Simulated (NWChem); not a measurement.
# SiH2S2, singlet; SMILES S[Si]S

```xyz
5

Si    -1.0189     0.0123     0.0011
S      0.3630     1.6673    -0.0010
H      1.5541     1.0211    -0.0009
S      0.4319    -1.5818     0.0020
H     -0.4771    -2.5834     0.0034
```
Atoms are numbered in this order, from 1.

Results from NWChem. Geometry optimised at PBE0/def2-SVP; all other runs use it. Low-valent species are run as closed-shell singlets; no triplet was tried in these runs.

```tsv
quantity	level	value
vertical, lowest state with f > 0.02, singlet (eV)	CAM-B3LYP/def2-SVPD, TDA	4.00
solvation free energy (kcal/mol) in n-hexane	PBE0/def2-SVP, SMD	-4.1
−ε(HOMO) (eV)	CAM-B3LYP/def2-SVP	___
isotropic polarisability (bohr³), static	CAM-B3LYP/def2-SVPD	75.3
dipole (D)	PBE0/def2-SVP	___
highest harmonic frequency (cm⁻¹)	PBE0/def2-SVP	___
```

Q: Some entries are withheld; supply them.

A: 
- −ε(HOMO) (eV), value: 8.27
- dipole (D), value: 1.31
- highest harmonic frequency (cm⁻¹), value: 2704
